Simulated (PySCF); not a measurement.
LDA on S- (sulfur, charge -1), [Ne] 3s2 3p5, 2P determinant. All numbers are calculated (PySCF 2.14, scalar relativity by spin-free X2C-1e, in aug-cc-pCVTZ-DK with one added diffuse shell each of s, p, d, f type (9s8p6d4f, 91 functions)).

```
cycle= 1 E= -397.903867518003  delta_E= -0.022  |g|= 0.0426  |ddm|= 0.323
cycle= 2 E= -397.903891405611  delta_E= -2.39e-05  |g|= 0.025  |ddm|= 0.0575
cycle= 3 E= -397.903940296389  delta_E= -4.89e-05  |g|= 0.0159  |ddm|= 0.0557
cycle= 4 E= -397.904109752625  delta_E= -0.000169  |g|= 0.00161  |ddm|= 0.03
cycle= 5 E= -397.904112012027  delta_E= -2.26e-06  |g|= 0.000212  |ddm|= 0.00387
cycle= 6 E= -397.904112057917  delta_E= -4.59e-08  |g|= 1.87e-05  |ddm|= 0.000565
cycle= 7 E= -397.904112058356  delta_E= -4.39e-10  |g|= 5.8e-06  |ddm|= 8.41e-05
converged SCF energy = -397.904112058356  <S^2> = 0.75422667  2S+1 = 2.0042222
```

Highest occupied orbital energy: 0.979 eV; ⟨L²⟩ = 2.02; populations by l: s 6.00, p 11.00, d 0.00, f 0.00.

Can this result be used?

With care. Self-consistency was reached. At LDA the highest occupied level has a positive energy, so only the finite basis holds that electron; in a semilocal or global hybrid functional this comes from self-interaction and does not mean that the real anion is unbound.
